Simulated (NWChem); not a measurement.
System: 1,1-difluoroethane (C$_{2}$H$_{4}$F$_{2}$); SMILES CC(F)F

The following NWChem deck was run.

```
start job
memory heap 200 mb stack 900 mb global 1100 mb
geometry units angstroms noautoz
  C     -0.113080     1.366535     0.000000
  C      0.350818    -0.060260     0.000000
  F     -0.122764    -0.705529    -1.092215
  F     -0.122764    -0.705529     1.092215
  H     -1.212214     1.387995     0.000000
  H      0.256316     1.886308    -0.894476
  H      0.256316     1.886308     0.894476
  H      1.451454    -0.162517     0.000000
end
basis spherical
  * library def2-svp
end
dft
  xc b3lyp
  iterations 150
  mulliken
end
task dft energy
```

All runs use the structure optimised with PBE0/def2-SVP.

Predict the main results of this run. (B3LYP/def2-SVP.) Quantities: basis functions; energy (Ha); highest occupied level (eV); orbital gap (eV); dipole (D).


```yaml
number_of_basis_functions: 76
energy (Ha): -278.10
highest occupied level (eV): -9.14
orbital gap (eV): 10.86
dipole (D): 2.02
```
